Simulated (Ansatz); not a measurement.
Relaxation of Ga₅F with RKS PBE-D4/def2-SVP.

```sh
$ ansatz run in.yaml --threads 4 --pin off --events-out ev --progress --plain --max-ram 4787MiB
```

```yaml
crystal:
  periodic: [false, false, false]
  atoms:
    - {symbol: Ga, position_ang: [2.801760, -0.668500, -0.107070]}
    - {symbol: Ga, position_ang: [-0.858490, -0.831210, 0.121560]}
    - {symbol: Ga, position_ang: [0.857070, -2.554040, -0.187130]}
    - {symbol: Ga, position_ang: [1.170790, 1.100940, 0.209110]}
    - {symbol: Ga, position_ang: [-1.262820, 2.179960, -0.034500]}
    - {symbol: F, position_ang: [-2.708310, 0.772840, -0.001980]}
basis:
  gaussian: {orbitals: def2-SVP}
hamiltonian: {xc: pbe, dispersion: d4}
scf: {lower_state_search: "off"}
output: {orbitals: {seedname: orbitals}}
relax: {f_tol: 0.02, max_steps: 100}
```

It took 29 s on 4 threads of Arm Neoverse V2 on a shared host.

Positions (Å) and forces (eV/Å) at steps 1, 2, 3, 4, 5, 6, 7, 10, 13, 14 of 14:

```xyz
6
step=1 energy=-264531.8368 eV
Ga    2.802   -0.668   -0.107   -0.080   -0.218   -0.006
Ga   -0.858   -0.831    0.122   -0.613    1.032    0.026
Ga    0.857   -2.554   -0.187    0.319   -0.132   -0.058
Ga    1.171    1.101    0.209   -0.323    0.036   -0.010
Ga   -1.263    2.180   -0.035   -0.763   -1.052    0.043
F    -2.708    0.773   -0.002    1.460    0.333    0.005
6
step=2 energy=-264532.0816 eV
Ga    2.768   -0.710   -0.103    0.176   -0.053   -0.010
Ga   -0.870   -0.644    0.132   -0.399   -0.015    0.018
Ga    0.816   -2.460   -0.198   -0.097   -0.167   -0.034
Ga    1.152    1.087    0.210   -0.039    0.245    0.029
Ga   -1.248    2.058   -0.036   -0.143    0.240   -0.020
F    -2.618    0.670   -0.005    0.501   -0.250    0.016
6
step=3 energy=-264532.1572 eV
Ga    2.727   -0.702   -0.099   -0.103   -0.001    0.012
Ga   -0.875   -0.649    0.144    0.011   -0.021    0.031
Ga    0.780   -2.506   -0.213   -0.012   -0.103   -0.034
Ga    1.132    1.143    0.216    0.131    0.021    0.024
Ga   -1.255    2.102   -0.043    0.040    0.471   -0.038
F    -2.509    0.611   -0.006   -0.066   -0.367    0.005
6
step=4 energy=-264532.2538 eV
Ga    2.557   -0.704   -0.085   -0.397    0.018    0.043
Ga   -0.767   -0.634    0.168    0.517   -0.095    0.019
Ga    0.723   -2.652   -0.254    0.052    0.157   -0.003
Ga    1.129    1.296    0.242    0.314   -0.292    0.005
Ga   -1.288    2.202   -0.064   -0.168    0.272   -0.051
F    -2.354    0.492   -0.007   -0.318   -0.060   -0.013
6
step=5 energy=-264532.3311 eV
Ga    2.368   -0.731   -0.049   -0.194    0.023    0.019
Ga   -0.603   -0.602    0.176    0.140    0.040   -0.058
Ga    0.686   -2.745   -0.298    0.039    0.315    0.051
Ga    1.158    1.408    0.251    0.289   -0.389    0.003
Ga   -1.346    2.259   -0.085   -0.259   -0.003   -0.035
F    -2.263    0.411    0.004   -0.014    0.014    0.021
6
step=6 energy=-264532.3679 eV
Ga    2.351   -0.768   -0.022   -0.029    0.005    0.001
Ga   -0.561   -0.555    0.143   -0.079    0.066   -0.034
Ga    0.677   -2.705   -0.308   -0.002    0.108    0.026
Ga    1.205    1.389    0.254    0.084   -0.112    0.001
Ga   -1.396    2.262   -0.109   -0.118   -0.099    0.004
F    -2.276    0.378    0.043    0.145    0.032    0.002
6
step=7 energy=-264532.3737 eV
Ga    2.358   -0.782   -0.018   -0.001   -0.027   -0.001
Ga   -0.557   -0.529    0.121    0.032   -0.010   -0.011
Ga    0.666   -2.680   -0.297   -0.001    0.005    0.007
Ga    1.232    1.378    0.251   -0.020    0.013    0.000
Ga   -1.421    2.251   -0.101   -0.029   -0.020    0.008
F    -2.279    0.362    0.044    0.019    0.039   -0.002
6
step=10 energy=-264532.3757 eV
Ga    2.358   -0.795   -0.002   -0.005    0.016    0.002
Ga   -0.541   -0.523    0.044   -0.037    0.015   -0.006
Ga    0.670   -2.698   -0.242    0.000   -0.005    0.003
Ga    1.236    1.382    0.200    0.004   -0.004   -0.004
Ga   -1.451    2.264   -0.007    0.019    0.011    0.006
F    -2.272    0.371    0.007    0.018   -0.033   -0.001
6
step=13 energy=-264532.3767 eV
Ga    2.359   -0.795    0.005   -0.010    0.007    0.007
Ga   -0.544   -0.517   -0.031    0.016   -0.016    0.002
Ga    0.672   -2.706   -0.182   -0.004    0.006   -0.003
Ga    1.235    1.383    0.156    0.006   -0.001   -0.007
Ga   -1.452    2.267    0.084    0.004    0.004    0.003
F    -2.272    0.369   -0.032   -0.011    0.000   -0.001
6
step=14 energy=-264532.3768 eV
Ga    2.357   -0.796    0.013   -0.005    0.005    0.001
Ga   -0.541   -0.517   -0.042   -0.006   -0.002   -0.003
Ga    0.672   -2.708   -0.174    0.000    0.003    0.001
Ga    1.236    1.385    0.139    0.004   -0.001    0.000
Ga   -1.454    2.266    0.106    0.002   -0.004   -0.001
F    -2.271    0.370   -0.042    0.005   -0.001    0.002
```

The structure comes from a short search, and lower isomers may exist.
